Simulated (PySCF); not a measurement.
Isomers of C7H13Al.

All values: CAM-B3LYP/def2-SVPD (PySCF) at PBE0-D3(BJ)/def2-SVP geometries, gas phase, one conformer each. Core orbitals are frozen in the response; Δα² is half the sum of the squared differences of the principal polarisabilities.

Question: Rank by dipole moment, highest first.
A. `CC#[C][AlH][C](C)(C)C`
B. `[CH2:1]=[CH:2][AlH:3][CH:4]1[CH2:5][CH2:6][CH2:7][CH2:8]1` with C1–C2–Al3–C4 179°, C2–Al3–C4–C5 -114°, Al3–C4–C5–C6 -166°, C4–C5–C6–C7 29°, C5–C6–C7–C8 -5°, C6–C7–C8–C4 -20°
C. `[CH:1]#[C:2][AlH:3][C:4]([CH3:5])([CH3:6])[CH2:7][CH3:8]` with C2–Al3–C4–C5 57°, Al3–C4–C7–C8 -49°

Answer: A (1.48 D), C (0.92 D), B (0.77 D).

Question: Rank by polarisability anisotropy Δα, lowest first.
A. `[CH2:1]1[CH2:2][CH:3]([AlH:4][CH:5]2[CH2:6][CH2:7]2)[CH2:8]1` with C2–C3–Al4–C5 -177°, C3–Al4–C5–C6 40°, C8–C1–C2–C3 -20°, C1–C2–C3–Al4 -95°, Al4–C5–C6–C7 -109°, C2–C3–C8–C1 -19°
B. `[CH:1]#[C:2][AlH:3][C:4]([CH3:5])([CH3:6])[CH2:7][CH3:8]` with C2–Al3–C4–C5 57°, Al3–C4–C7–C8 -49°
C. `CC#[C][AlH][C](C)(C)C`

Answer: A (3.58 Å³), B (3.96 Å³), C (7.24 Å³).

Question: Rank by vertical ionisation energy (ΔSCF), highest first.
A. `[CH2:1]=[CH:2][AlH:3][CH:4]1[CH2:5][CH2:6][CH2:7][CH2:8]1` with C1–C2–Al3–C4 179°, C2–Al3–C4–C5 -114°, Al3–C4–C5–C6 -166°, C4–C5–C6–C7 29°, C5–C6–C7–C8 -5°, C6–C7–C8–C4 -20°
B. `CC#[C][AlH][C](C)(C)C`
C. `[CH2:1]1[CH2:2][CH:3]([AlH:4][CH:5]2[CH2:6][CH2:7]2)[CH2:8]1` with C2–C3–Al4–C5 -177°, C3–Al4–C5–C6 40°, C8–C1–C2–C3 -20°, C1–C2–C3–Al4 -95°, Al4–C5–C6–C7 -109°, C2–C3–C8–C1 -19°
D. `[CH:1]#[C:2][AlH:3][C:4]([CH3:5])([CH3:6])[CH2:7][CH3:8]` with C2–Al3–C4–C5 57°, Al3–C4–C7–C8 -49°

Answer: A (9.14 eV), C (8.99 eV), D (8.83 eV), B (8.71 eV).

All values together:

```tsv
SMILES	μ (D)	HOMO (eV)	LUMO (eV)	α (Å³)	Δα (Å³)	ΔSCF removal energy (eV)
C#[C][AlH][C](C)(C)CC	0.92	-8.26	-0.40	16.20	3.96	8.83
C=[CH][AlH][CH]1CCCC1	0.77	-8.57	-0.38	16.21	7.12	9.14
C1C[CH]([AlH][CH]2CC2)C1	0.72	-8.37	-0.04	15.41	3.58	8.99
CC#[C][AlH][C](C)(C)C	1.48	-8.13	-0.37	16.84	7.24	8.71
```

Conformers: `[CH:1]#[C:2][AlH:3][C:4]([CH3:5])([CH3:6])[CH2:7][CH3:8]` with C2–Al3–C4–C5 57°, Al3–C4–C7–C8 -49°; `[CH2:1]=[CH:2][AlH:3][CH:4]1[CH2:5][CH2:6][CH2:7][CH2:8]1` with C1–C2–Al3–C4 179°, C2–Al3–C4–C5 -114°, Al3–C4–C5–C6 -166°, C4–C5–C6–C7 29°, C5–C6–C7–C8 -5°, C6–C7–C8–C4 -20°; `[CH2:1]1[CH2:2][CH:3]([AlH:4][CH:5]2[CH2:6][CH2:7]2)[CH2:8]1` with C2–C3–Al4–C5 -177°, C3–Al4–C5–C6 40°, C8–C1–C2–C3 -20°, C1–C2–C3–Al4 -95°, Al4–C5–C6–C7 -109°, C2–C3–C8–C1 -19°.
